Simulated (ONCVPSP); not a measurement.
# What one change does to a pseudopotential (Cu, ONCV)

| Item | Value |
| --- | --- |
| Element | copper (Cu) |
| Generator | ONCVPSP 4.0.1 |
| Type | optimised norm-conserving Vanderbilt (ONCV) |
| Functional | Wu-Cohen |
| Relativity | scalar-relativistic |
| Frozen core | [Ne] |
| Valence charge | 19 |
| Reference configuration | 3s2 3p6 3d10 4s0.75 (charge +0.25) |
| Partial waves | 3s+4s: rc 1.10 bohr, ncon 4, nbas 7, qcut 13.5 1/bohr, 2 projectors; 3p: rc 1.05 bohr, ncon 4, nbas 7, qcut 11.5 1/bohr, 2 projectors, debl 1.5 Ha; 3d: rc 0.85 bohr, ncon 4, nbas 9, qcut 19.6 1/bohr, 2 projectors, debl 2 Ha |
| Local potential | polynomial inside 0.65 bohr (lpopt 3, dvloc0 2 Ha) |
| Core correction | Teter function, fcfact 1.75, rcfact 1.7 |

In the p channel the program set the typed energies aside and used -2.721, 0.250 Ha.

Change: s: rc 1.64.

Cutoffs: the cutoffs (Ha) at which the residual kinetic energy of the hardest occupied pseudo-wave falls to 1 and 0.1 mHa per electron; they do not see the model core or the augmentation charge, which bear on the density cutoff. Errors are all-electron minus pseudo energies relative to the spin-unpolarised reference configuration.

**Question.** Predict the effect on cutoff, ghosts and configuration errors.

**Answer.** The potential gets neither clearly harder nor softer (136 Ha and 156 Ha → 136 Ha and 156 Ha); the d channel sets the loose cutoff, while the largest relative change is in s, which becomes softer; of the 3 tests that both files solve, the error grows in 2 and shrinks in 0 by more than 15 % and 0.3 meV (median size 1.7 → 2.0 meV); neither file shows a bound ghost.

| quantity | base | changed |
| --- | --- | --- |
| cutoff, loose | 136 Ha | 136 Ha |
| cutoff, tight | 156 Ha | 156 Ha |
| loose cutoff by channel | s 56 Ha, p 46 Ha, d 136 Ha | s 18 Ha, p 46 Ha, d 136 Ha |
| bound ghosts | none | none |
| GHOST(+) flags under 300 eV | none | none |
| tests with a reliable result | 3 of 4 | 3 of 4 |
| error for 3s2 3p6 3d10 4s0, meV [ΔE 6.73 eV] | +0.4 | +0.4 |
| error for 3s2 3p6 3d9 4s0, meV [ΔE 28.07 eV] | -1.7 | -2.0 |
| error for 3s2 3p6 3d9 4s2, meV [ΔE 0.62 eV] | +3.1 | +3.9 |
| p: phases at 1.06 bohr within 0.05 rad from the reference energy up to (Ha; the scan ends near 5) | to the end of the scan | to the end of the scan |
| d: phases at 0.86 bohr within 0.05 rad from the reference energy up to (Ha; the scan ends near 5) | to the end of the scan | to the end of the scan |
| rms error of d²Exc/dni dnj with the model core, mHa | 1.12 | 1.27 |
